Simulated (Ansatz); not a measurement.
Consider the cleavage of the Si–Ge bond: `N[SiH](N)[GeH3]` + HCl → `N[SiH](N)Cl` + GeH₄.

Computed with Ansatz on PBE0-D4/def2-TZVP structures; ΔE is electronic, products minus reactants. CBS: MP2 limit from def2 TZ/QZ plus the TZ coupled-cluster correction, frozen cores. This one scheme is used for every species. DFT in def2-TZVPP. For Ge outer-core shells are correlated without core-valence functions, which leaves a few kJ/mol of doubt a bond. Scalar relativity is left out up to krypton. Each species was taken in one conformer, which may not be the lowest.

```
             level  ΔE (kJ/mol)  difference from CCSD(T)/CBS
            PBE-D4        -99.4                         10.7
         r2SCAN-D4       -112.4                         -2.3
           ωB97M-V       -116.1                         -6.0
              PBE0       -107.5                          2.6
     HF/def2-TZVPP       -131.5                        -21.4
SCS-MP2/def2-TZVPP       -116.5                         -6.4
CCSD(T)/def2-TZVPP       -108.9                          1.2
    MP2/def2-QZVPP       -116.7                         -6.6
SCS-MP2/def2-QZVPP       -118.0                         -7.9
     MP2/CBS(def2)       -116.9                         -6.8
       CCSD(T)/CBS       -110.1                            0
```

Largest T1 diagnostic among the species: 0.012.

From PBE to PBE0 (25 % exact exchange), in def2-TZVPP and without D4, ΔE moves by −6.3 kJ/mol. In def2-TZVPP, CCSD(T) changes the Hartree–Fock value by +22.6 kJ/mol (the triples alone add +1.8 kJ/mol) and MP2 by +15.8 kJ/mol.
